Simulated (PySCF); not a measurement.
Gas-phase reaction: SnF₂ + 2 SnH₄ ⇌ 3 SnH₂ + 2 HF

Method: PySCF energies plus ideal-gas RRHO corrections (1 bar). † marks an energy on the PBE0/def2-TZVP geometry and frequencies; other levels use their own. MP2 freezes the core. All species are closed-shell singlets. B3LYP is the form with VWN-RPA correlation. Sn: scalar-relativistic def2 core potential, no spin-orbit coupling. SnH₂: computed as isolated molecules; such fragments, hydroxides, amides, oligomers or adducts are transient or little studied in the gas. MP2 isn't extrapolated to the basis-set limit; its ΔH°(298 K) is 411.7 kJ in def2-SVP and 399.1 kJ in def2-TZVPP. The harmonic model lacks anharmonicity and excited electronic states, which grow with temperature; levels with a mode under 35 cm⁻¹ are left out.

```csv
level,"ΔE electronic, kJ","ΔH°(298 K), kJ","ΔS°(298 K), J/K","ΔG°(1600 K), kJ"
B3LYP/def2-TZVP†,385,379,297,-87
BLYP/def2-TZVP†,375,369,297,-97
HF/def2-TZVP†,371,365,297,-101
M06-2X/def2-TZVP†,413,407,297,-59
MP2/def2-SVP†,418,412,297,-54
PBE/def2-SVP,417,411,296,-52
PBE0/def2-QZVP†,402,396,297,-70
PBE0/def2-SVP†,401,395,297,-71
PBE0/def2-TZVP,408,402,297,-64
ωB97M-V/def2-TZVP†,418,413,297,-54
ωB97X-V/def2-TZVP†,445,439,297,-27
```
ΔH° is lowest at HF/def2-TZVP† and highest at ωB97X-V/def2-TZVP†. No reference value is set beside these.
